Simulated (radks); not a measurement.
Results of a calculation; reference values are marked as such.
Cd3+, configuration [Kr] 4d9. Level of theory: scalar-relativistic Kohn-Sham, BLYP, spin-polarised, spherical densities, finite nucleus; open shells are filled with parallel spins first (spin-orbit coupling, left out, can overturn this in heavy ions); Fermi nuclear charge, rms radius 4.6087 fm (a radial shooting solver on a logarithmic mesh with Libxc functionals).

Radial electron density D(r) = 4 pi r^2 rho(r):

| r (bohr) | D(r) (e/bohr) | spin D(r) |
|---|---|---|
| 0.001188 | 1.827 | -0.00000951 |
| 0.001362 | 2.319 | -0.0000121 |
| 0.001547 | 2.895 | -0.0000150 |
| 0.001773 | 3.654 | -0.0000190 |
| 0.002015 | 4.538 | -0.0000235 |
| 0.002309 | 5.691 | -0.0000295 |
| 0.002624 | 7.017 | -0.0000363 |
| 0.002982 | 8.616 | -0.0000445 |
| 0.003417 | 10.66 | -0.0000549 |
| 0.003883 | 12.95 | -0.0000666 |
| 0.004449 | 15.83 | -0.0000812 |
| 0.005056 | 18.97 | -0.0000970 |
| 0.005793 | 22.81 | -0.000116 |
| 0.006584 | 26.87 | -0.000136 |
| 0.007483 | 31.33 | -0.000158 |
| 0.008573 | 36.42 | -0.000183 |
| 0.009744 | 41.39 | -0.000207 |
| 0.01116 | 46.67 | -0.000231 |
| 0.01269 | 51.36 | -0.000253 |
| 0.01454 | 55.71 | -0.000272 |
| 0.01652 | 58.91 | -0.000285 |
| 0.01878 | 60.94 | -0.000290 |
| 0.02151 | 61.63 | -0.000282 |
| 0.02445 | 60.90 | -0.000252 |
| 0.02801 | 58.92 | -0.000173 |
| 0.03184 | 56.47 | -0.0000128 |
| 0.03648 | 54.10 | 0.000345 |
| 0.04146 | 53.03 | 0.00103 |
| 0.04712 | 53.89 | 0.00233 |
| 0.05398 | 57.34 | 0.00492 |
| 0.06135 | 62.71 | 0.00927 |
| 0.07029 | 69.49 | 0.0172 |
| 0.07989 | 75.11 | 0.0291 |
| 0.09153 | 78.18 | 0.0484 |
| 0.104 | 77.01 | 0.0743 |
| 0.1182 | 71.91 | 0.108 |
| 0.1355 | 63.95 | 0.152 |
| 0.154 | 56.93 | 0.196 |
| 0.1764 | 53.04 | 0.237 |
| 0.2005 | 53.99 | 0.261 |
| 0.2297 | 58.50 | 0.257 |
| 0.261 | 62.57 | 0.219 |
| 0.2967 | 62.74 | 0.151 |
| 0.3399 | 56.51 | 0.0661 |
| 0.3863 | 45.68 | 0.00629 |
| 0.4426 | 32.78 | 0.00470 |
| 0.503 | 23.31 | 0.0897 |
| 0.5763 | 18.41 | 0.276 |
| 0.655 | 18.10 | 0.513 |
| 0.7444 | 19.56 | 0.753 |
| 0.8529 | 20.29 | 0.938 |
| 0.9694 | 18.90 | 0.997 |
| 1.111 | 15.49 | 0.931 |
| 1.262 | 11.51 | 0.779 |
| 1.446 | 7.554 | 0.573 |
| 1.644 | 4.643 | 0.385 |
| 1.868 | 2.621 | 0.231 |
| 2.14 | 1.295 | 0.117 |
| 2.432 | 0.6014 | 0.0542 |
| 2.787 | 0.2334 | 0.0201 |
| 3.167 | 0.08236 | 0.00662 |
| 3.629 | 0.02228 | 0.00161 |
| 4.124 | 0.005194 | 0.000328 |

D(r) has 4 maxima, at r = 0.0213, 0.0945, 0.281, 0.839 bohr, and minima at 0.0421, 0.182, 0.619 bohr, inside which lie 2.01, 11.13, 29.00 electrons.
